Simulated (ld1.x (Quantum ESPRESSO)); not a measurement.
# What one change does to a pseudopotential (Ge, RRKJ)

| Quantity | Value |
| --- | --- |
| Element | germanium |
| Generator | ld1.x (Quantum ESPRESSO) 7.5 |
| Type | norm-conserving RRKJ (Kleinman–Bylander form) |
| Functional | PW91 |
| Relativity | scalar-relativistic |
| Frozen core | [Ar] 3d10 |
| Valence charge | 4 |
| Reference configuration | 4s2 4p2 |
| Partial waves | 4p (bound): rc 2.25 bohr; 4s (bound): rc 1.30 bohr |
| Local potential | the s channel |
| Core correction | a·sin(br)/r model core inside 1.00 bohr |
| rho0 | 0.005 |

Change: wave 4p (bound): rc 2.25 bohr becomes 4p (bound): rc 1.98 bohr.

Cutoffs: the cutoffs (Ry, on a coarse ladder) from which the occupation-weighted sum of valence levels, in a spherical-Bessel basis at the reference potential, stays within 10 and 1 mRy of its value at 400 Ry; they do not see the model core or the augmentation charge, which bear on the density cutoff. Errors are all-electron minus pseudo energies relative to the spin-unpolarised reference configuration.

**Question.** Predict the effect on cutoff, ghosts and configuration errors.

**Answer.** The potential gets neither clearly harder nor softer (45 Ry and 140 Ry → 45 Ry and 140 Ry); the errors of the 7 common tests hardly move; neither file shows a bound ghost.

```tsv
quantity	base	changed
cutoff, loose	45 Ry	45 Ry
cutoff, tight	140 Ry	140 Ry
bound ghosts	none	none
error for 4s2 4p1, meV [ΔE 7.50 eV]	-5.6	-5.9
error for 4s2 4p0, meV [ΔE 23.03 eV]	-37	-39
error for 4s1 4p0, meV [ΔE 57.93 eV]	-238	-243
error for 4s2 4p1.5, meV [ΔE 2.83 eV]	-1.2	-1.2
error for 4s1 4p2, meV [ΔE 16.25 eV]	-37	-37
error for 4s0 4p4, meV [ΔE 16.25 eV]	-83	-82
error for 4s1 4p3, meV [ΔE 8.00 eV]	-19	-19
```
